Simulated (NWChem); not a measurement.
All runs are NWChem calculations. System: CF₃, charge 0, spin multiplicity 2, at a geometry optimised with UPBE/def2-SVP. The structure started from a generated list of species. Its SCF solution wasn't tested for a lower state. Level: UMP2/def2-TZVP, 4 core orbitals frozen.

Input file:

```
start mol
memory heap 200 mb stack 900 mb global 1100 mb
geometry units angstroms nocenter noautoz
  F      0.632902    -0.076863     1.097041
  C      0.002078     0.327788     0.000000
  F      0.632902    -0.076863    -1.097041
  F     -1.267190    -0.064799     0.000000
  symmetry group Cs
end
basis spherical
  * library def2-tzvp
end
scf
  uhf
  nopen 1
  maxiter 100
  thresh 1e-7
  semidirect memsize 60000000 filesize 0
  # guess.movecs holds the orbitals of an unrestricted PBE0 run
  vectors input guess.movecs output mol.movecs
end
mp2
  freeze core 4
end
task mp2 energy
```

Part of the output:

```
             Northwest Computational Chemistry Package (NWChem) 7.3.0
             --------------------------------------------------------

                                NWChem Input Module
                                -------------------

 Scaling coordinates for geometry "geometry" by  1.889725989
 (inverse scale =  0.529177249)

 Turning off AUTOSYM since
 SYMMETRY directive was detected!

                             Geometry "geometry" -> ""
                             -------------------------

 Output coordinates in angstroms (scale by  1.889725989 to convert to a.u.)

  No.       Tag          Charge          X              Y              Z
 ---- ---------------- ---------- -------------- -------------- --------------
    1 F                    9.0000     0.63290200    -0.07686300     1.09704100
    2 C                    6.0000     0.00207800     0.32778800     0.00000000
    3 F                    9.0000     0.63290200    -0.07686300    -1.09704100
    4 F                    9.0000    -1.26719000    -0.06479900     0.00000000

 Effective nuclear repulsion energy (a.u.)     123.1318358919

            Nuclear Dipole moment (a.u.)
            ----------------------------
        X                 Y               Z
 ---------------- ---------------- ----------------
    -0.0000113384     0.0000056692     0.0000000000

      Symmetry information
      --------------------

 Group name             Cs
 Group number              2
 Group order               2
 No. of unique centers     3

      Symmetry unique atoms

     1    2    4


 Summary of "ao basis" -> "" (spherical)
 ------------------------------------------------------------------------------
       Tag                 Description            Shells   Functions and Types
 ---------------- ------------------------------  ------  ---------------------
 *                         def2-tzvp                  on all atoms

 Summary of "ao basis" -> "ao basis" (spherical)
 ------------------------------------------------------------------------------
       Tag                 Description            Shells   Functions and Types
 ---------------- ------------------------------  ------  ---------------------
 F                         def2-tzvp                11       31   5s3p2d1f
 C                         def2-tzvp                11       31   5s3p2d1f

                                 NWChem SCF Module
                                 -----------------

  ao basis        = "ao basis"
  functions       =   124
  atoms           =     4
  alpha electrons =    17
  beta  electrons =    16
  charge          =   0.00
  wavefunction    = UHF
  use symmetry    = T
  symmetry adapt  = T

 Summary of "ao basis" -> "ao basis" (spherical)
 ------------------------------------------------------------------------------
       Tag                 Description            Shells   Functions and Types
 ---------------- ------------------------------  ------  ---------------------
 F                         def2-tzvp                11       31   5s3p2d1f
 C                         def2-tzvp                11       31   5s3p2d1f

      Symmetry analysis of basis
      --------------------------

        a'         73
        a"         51

 Forming initial guess at       0.1s

   Symmetry analysis of molecular orbitals - initial alpha
   -------------------------------------------------------

  Numbering of irreducible representations:

     1 a'          2 a"

  Orbital symmetries:

     1 a'          2 a"          3 a'          4 a'          5 a'
[...]
    4 F    9     4.63   0.39  0.60  0.30  0.51  0.16  1.14  1.14  0.38  0.00  0.01  0.00

   Mulliken analysis of the beta density
   -------------------------------------

    Atom       Charge   Shell Charges
 -----------   ------   -------------------------------------------------------
    1 F    9     4.59   0.39  0.60  0.30  0.51  0.17  1.10  1.13  0.40  0.00  0.01  0.00
    2 C    6     2.22   0.43  0.57  0.21  0.19 -0.00  0.36  0.29  0.02  0.04  0.10  0.02
    3 F    9     4.59   0.39  0.60  0.30  0.51  0.17  1.10  1.13  0.40  0.00  0.01  0.00
    4 F    9     4.59   0.39  0.60  0.30  0.51  0.17  1.10  1.13  0.40  0.00  0.01  0.00

   Mulliken analysis of the spin density
   -------------------------------------

    Atom       Charge   Shell Charges
 -----------   ------   -------------------------------------------------------
    1 F    9     0.03   0.00 -0.00  0.00  0.00 -0.01  0.04  0.02 -0.03  0.00  0.00  0.00
    2 C    6     0.91   0.00 -0.01  0.10  0.14  0.07  0.31  0.26  0.02  0.00  0.00 -0.00
    3 F    9     0.03   0.00 -0.00  0.00  0.00 -0.01  0.04  0.02 -0.03  0.00  0.00  0.00
    4 F    9     0.03   0.00 -0.00  0.00  0.00 -0.01  0.04  0.02 -0.03  0.00  0.00  0.00

       Multipole analysis of the density wrt the origin
       ------------------------------------------------

     L   x y z        total         alpha         beta         nuclear
     -   - - -        -----         -----         ----         -------
     0   0 0 0     -0.000000    -17.000000    -16.000000     33.000000

     1   1 0 0      0.001584     -0.003241      0.004836     -0.000011
     1   0 1 0      0.251691     -0.510618      0.762303      0.000006
     1   0 0 1      0.000000      0.000000     -0.000000      0.000000

     2   2 0 0    -15.728029    -47.017990    -46.066896     77.356857
     2   1 1 0      0.009956      0.235758      0.247510     -0.473312
     2   1 0 1      0.000000      0.000000      0.000000      0.000000
     2   0 2 0    -14.159714     -9.889899     -7.086680      2.816865
     2   0 1 1      0.000000      0.000000     -0.000000      0.000000
     2   0 0 2    -15.728116    -47.019517    -46.068499     77.359899

                   NWChem MP2 Semi-direct Energy/Gradient Module
                   ---------------------------------------------

  Basis functions       =    124
  Molecular orbitals    =    124
  Frozen core           =      4
  Frozen virtuals       =      0
  Active alpha occupied =     13
  Active beta occupied  =     12
  Active alpha virtual  =    107
  Active beta virtual   =    108
  Use MO symmetry       = T
  Use skeleton AO sym   = T

  AO/Fock/Back tols     =   1.0D-09  1.0D-09  1.0D-09

 GA uses MA = F    GA memory limited = T

 Available:
  local mem=  1.26D+08
 global mem=  1.44D+08
 local disk=  0.00D+00
  mp2_memr nvloc                   107
  nvloc new                   107
   1 passes of  13:        5242880                     100889                  35884668.
   1 passes of  13: M    126152547           G      144148448           F     120909667.

 Semi-direct pass number   1 of   1  for UHF alpha       at        6.7s
  vrange nnbf                  7582
  mp2_eaftype                   136  avail_ma_in_mb                  1099
 EAF : mp2_eaftype filesize         136   17942334.
  mp2_eaf for mointskh                    136
Node 0 wrote     84.4 Mb in      0.1 s     Agg I/O rate:   919.0 Mb/s
 Done moints_semi at       12.5s
  mp2_eaftype                   136  avail_ma_in_mb                   963
 EAF : mp2_eaftype filesize         136   17942334.
  mp2_eaf for kh                   136
 Done maket at       13.1s
 Done multipass loop at       13.1s

 GA uses MA = F    GA memory limited = T

 Available:
  local mem=  1.26D+08
 global mem=  1.44D+08
 local disk=  0.00D+00
  mp2_memr nvloc                   108
  nvloc new                   108
   1 passes of  12:        5242880                      96141                  33435682.
   1 passes of  12: M    126152547           G      144148448           F     120909667.

 Semi-direct pass number   1 of   1  for UHF beta        at       13.2s
  vrange nnbf                  7582
  mp2_eaftype                   127  avail_ma_in_mb                  1099
 EAF : mp2_eaftype filesize         127   16717841.
  mp2_eaf for mointskh                    127
Node 0 wrote     78.6 Mb in      0.1 s     Agg I/O rate:   677.5 Mb/s
 Done moints_semi at       19.0s
  mp2_eaftype                   127  avail_ma_in_mb                   972
 EAF : mp2_eaftype filesize         127   16717841.
  mp2_eaf for kh                   127
 Done maket at       19.5s
 Done multipass loop at       19.5s

          -------------------------------------------
          SCF energy                -336.281469645349
          Correlation energy          -0.873222508443
          Singlet pairs                0.000000000000
          Triplet pairs                0.000000000000
          Total MP2 energy          -337.154692153792
          -------------------------------------------

          ---------------------------------------------------
                    Spin Component Scaled (SCS) MP2
          Same spin pairs                     -0.233805844572
          Same spin scaling factor             0.333333333333
          Opposite spin pairs                 -0.639416663871
          Opposite spin scaling fact.          1.200000000000
          SCS-MP2 correlation energy          -0.845235278169
          Total SCS-MP2 energy              -337.126704923518
          ---------------------------------------------------

 -----------------------
 Performance information
 -----------------------

 Timer overhead =  1.37D-07 seconds/call

               Nr. of calls         CPU time (s)                 Wall time (s)                GFlops
             ---------------    -------------------     ------------------------------   -------------------
Name         Min   Avg   Max    Min     Avg     Max     Min     Avg     Max   Mx/calls   Min     Max     Sum
mp2: moin     2     2     2    12.     12.     12.      12.     12.     12.     5.8      0.0     0.0     0.0
mp2: make     2     2     2    1.1     1.1     1.1      1.1     1.1     1.1    0.55      0.0     0.0     0.0
mp2: tota     1     1     1    13.     13.     13.      13.     13.     13.     13.      0.0     0.0     0.0

 The average no. of pstat calls per process was 5.00D+00
 with a timing overhead of 6.86D-07s

 Task  times  cpu:       19.5s     wall:       19.5s

 Total times  cpu:       19.5s     wall:       19.5s
```
